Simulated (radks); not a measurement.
Spherical quantum dot in the effective-mass picture: electrons in a parabolic well V = omega^2 r^2 / 2 with omega = 0.0518, all in effective atomic units (hartree* = m*/eps^2 hartree, bohr* = eps/m* bohr), one dielectric constant everywhere. Calculated with a radial shooting solver with Libxc functionals: non-relativistic Kohn-Sham, LDA (Slater exchange, Perdew-Wang correlation), spin-polarised, spherical densities. Levels are named by radial order and angular momentum (1s, 1p, 1d, 2s, ...), and open shells are averaged over m. Results are scaled to m* = 0.116 and eps = 13.4, for which hartree* = 17.58 meV and bohr* = 6.113 nm.

N = 5, configuration 1s2 1p(up 3, down 0). This is the lowest configuration that the search found (a dilute case). Occupied and some empty levels:

level,occupation,eigenvalue (meV),<r> (nm)
1s up,1,9.2175,50.21
1s down,1,9.4595,50.23
1p up,3,9.5528,57.09
1p down,0,9.7957,58.16
1d up,0,10.014,62.72
1d down,0,10.240,64.13
2s up,0,10.371,52.37
2s down,0,10.523,52.69
1f up,0,10.563,67.68
1f down,0,10.765,69.19

Energy (meV): total 27.3972, kinetic 2.4716, external 10.175, Hartree 22.203, exchange-correlation -7.4534.
